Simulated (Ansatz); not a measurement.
Reactions of `[CH3][Sn]([OH])([OH])[Cl]`.

Computed with Ansatz on PBE0-D4/def2-TZVP structures; ΔE is electronic, products minus reactants. CCSD(T)/CBS is the MP2 limit (def2-TZVPP, def2-QZVPP) plus CCSD(T) − MP2 in def2-TZVPP, frozen cores. This one scheme is used for every species. Functionals use def2-TZVPP. def2 core potentials past Kr. For Sn, V outer-core shells are correlated without core-valence functions, which leaves a few kJ/mol of doubt a bond. Scalar relativity is left out up to krypton. Each species was taken in one conformer, which may not be the lowest.

```tsv
reaction	PBE0-D4 (kJ/mol)	MP2/CBS(def2) (kJ/mol)	ωB97X-V (kJ/mol)	HF/CBS(def2) (kJ/mol)
`[CH3][Sn]([OH])([OH])[Cl]` → `[CH3][Sn][Cl]` + `OO`	408	459	424	429
`[CH3][Sn]([OH])([OH])[Cl]` + HCl → `[OH][Sn]([OH])([Cl])[Cl]` + CH₄	-84	-82	-85	-100
`[CH3][Sn]([OH])([OH])[Cl]` + CH₄ → `[CH3][Sn]([CH3])([OH])[OH]` + HCl	121	118	121	138
`[CH3][Sn]([OH])([OH])[Cl]` + HCl → `[CH3][Sn]([OH])([Cl])[Cl]` + H₂O	-70	-70	-64	-72
`[CH3][Sn]([OH])([OH])[Cl]` → `C[O][SnH]([OH])[Cl]`	102	118	98	89
`[CH3][Sn]([OH])([OH])[Cl]` + `[CH3][V](=[O])([OH])[F]` → `[OH][Sn]([OH])([F])[Cl]` + `[CH3][V]([CH3])(=[O])[OH]`	136	128	134	120
```

Q: Give the CCSD(T)/CBS values in the same order. (Best estimate.)

A: Computed: 437, -81, 116, -66, 108, 128 kJ/mol.

Largest T1 diagnostic: 0.031, for `[CH3][V](=[O])([OH])[F]`, so its coupled-cluster energy is less sure.
